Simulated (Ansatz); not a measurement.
Ag2Pd2⁻. Total charge -1; doublet. Geometry r2SCAN-D4/def2-SVPD; atoms count from 1.

```
atom    x (Å)    y (Å)    z (Å)
 Pd1   0.4307  -0.3787   1.1194
 Pd2  -0.4312   0.3792  -1.1178
 Ag3   0.8670   2.1256   0.5729
 Ag4  -0.8664  -2.1261  -0.5746
```

In the def2 sets Ag, Pd take a core potential; there is no spin–orbit coupling. The structure comes from a short search, and lower isomers may exist.

**Question.** Estimate the Mulliken populations from the PBE0/def2-TZVPD orbitals of Ansatz.

**Answer.** 
```csv
atom,charge (e),spin (α − β),d electrons
Pd1,-0.34,0.43,9.39
Pd2,-0.34,0.43,9.39
Ag3,-0.16,0.07,9.92
Ag4,-0.16,0.07,9.92
```
Mulliken values and Mayer orders depend strongly on the basis. With diffuse functions, as here, like atoms can get unlike values, and bond orders can come out too low or too high.

**Question.** Where does the spin sit?

**Answer.** Summed by element: Pd 0.86, Ag 0.14, of 1 unpaired in all. Largest on single atoms: Pd1 0.43, Pd2 0.43, Ag3 0.07.

**Question.** And the Mayer bond orders between bonded heavy atoms (over 0.3)?

**Answer.** Pd1–Pd2 0.77 (2.51 Å); Pd1–Ag3 0.70 (2.60 Å); Pd1–Ag4 0.44 (2.76 Å); Pd2–Ag3 0.44 (2.76 Å); Pd2–Ag4 0.70 (2.60 Å).
